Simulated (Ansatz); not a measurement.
[WO3Cl]- (WClO3⁻): single points at one geometry.

```yaml
crystal:
  periodic: [false, false, false]
  atoms:
    - {symbol: W, position_ang: [0.052847, 0.091149, 0.038051]}
    - {symbol: O, position_ang: [0.074333, 0.090861, 1.790707]}
    - {symbol: O, position_ang: [1.704839, 0.117912, -0.547192]}
    - {symbol: O, position_ang: [-0.766108, 1.538176, -0.516634]}
    - {symbol: Cl, position_ang: [-1.065911, -1.838098, -0.764931]}
basis:
  gaussian: {orbitals: def2-TZVPD, initial_orbitals: start.molden}
total_charge: -1
hamiltonian: {xc: r2scan, dispersion: d4}
scf: {omitted_lower_state_checks: [starts]}
output: {orbitals: {seedname: orbitals}}
```

The file start.molden holds the orbitals of an earlier run on this structure, at another level or in another basis.

```sh
$ ansatz run in.yaml --threads 4 --pin off --events-out ev --progress --plain --max-ram 3916MiB
```

Shortened log:

```
Functional definition: r2SCAN
1178 factors; their error is unknown
mean field evaluation 1: about -20498.9375 eV, gradient 7.9e0 eV
mean field evaluation 2: about -20498.9970 eV, gradient 7.4e-2 eV
mean field evaluation 4: about -20498.9903 eV, gradient 1.1e-4 eV
mean field -20498.99032897 eV, -753.3239998749 hartree, gradient 1.5e-5 eV, S^2 0.000000; 0 other end points of the search recorded, 0 dependent functions left out
reference -20498.99035193 eV, -753.3240007186 hartree; 28, 28 occupied and 181, 181 virtual orbitals, 1178 factors
Total energy: -20499.02904932 eV, -753.3254228214 hartree
Checks for a lower state left out: starts
```

It took 5.5 s on 4 threads of Arm Neoverse V1 on a shared host.

The first input with `hamiltonian: {xc: pbe0, dispersion: d4}` (abridged; 3.5 s):

```
Functional definition: PBE0
mean field -20490.19532169 eV, -753.0007893189 hartree, gradient 3.8e-5 eV, S^2 0.000000
Total energy: -20490.34154073 eV, -753.0061627696 hartree
Checks for a lower state left out: starts
```

First input, but with `gaussian: {orbitals: def2-SVPD, initial_orbitals: start.molden}`, `hamiltonian: {xc: pbe0, dispersion: d4}` (abridged; 2 s):

```
Functional definition: PBE0
mean field -20478.48799914 eV, -752.5705531507 hartree, gradient 3.3e-5 eV, S^2 0.000000
Total energy: -20478.63420309 eV, -752.5759260468 hartree
Checks for a lower state left out: starts
```

The first input with `hamiltonian: {xc: {name: CAM-B3LYP}, dispersion: d4}` (abridged; 3.9 s):

```
Functional definition: CAM-B3LYP
mean field -20498.27333109 eV, -753.2976506889 hartree, gradient 1.9e-5 eV, S^2 0.000000
Total energy: -20498.42527397 eV, -753.3032344869 hartree
Checks for a lower state left out: starts
```

The first input with `hamiltonian: {xc: {name: B2PLYP}}` and without the key `output` (abridged; 6.5 s):

```
Functional definition: B2PLYP
mean field -20477.99862252 eV, -752.5525688917 hartree, gradient 5.7e-6 eV, S^2 0.000000
8 core orbitals not correlated: weight in the atoms' cores, before any rotation towards them, 1.000 or more for the frozen orbitals, at most 0.000 for the correlated occupied ones
second order -47.51663737 eV of doubles, -0.00000000 eV of singles
Total energy: -20490.82829330 eV, -753.0240505966 hartree
Checks for a lower state left out: starts
```

The first input with `gaussian: {orbitals: def2-SVPD, initial_orbitals: start.molden}`, `hamiltonian: {xc: pbe, dispersion: d4}` (abridged; 1.5 s):

```
Functional definition: PBE
mean field -20480.17117385 eV, -752.6324086804 hartree, gradient 4.7e-5 eV, S^2 0.000000
Total energy: -20480.34234220 eV, -752.6386990011 hartree
Checks for a lower state left out: starts
```

The first input with `hamiltonian: {xc: {name: BHLYP}, dispersion: d4}` (abridged; 3.9 s):

```
Functional definition: BHLYP
mean field -20493.66437250 eV, -753.1282745846 hartree, gradient 8.9e-5 eV, S^2 0.000000
Total energy: -20493.91374992 eV, -753.1374390358 hartree
Checks for a lower state left out: starts
```

Geometry: r2SCAN-D4/def2-SVPD.

In the def2 sets W takes a core potential; there is no spin–orbit coupling. Correlated methods freeze 8 core orbitals; core or outer-core shells of W are correlated, in sets that lack core-valence functions. At B2PLYP/def2-TZVPD the test of the restricted singlet for broken spin symmetry was undecided.
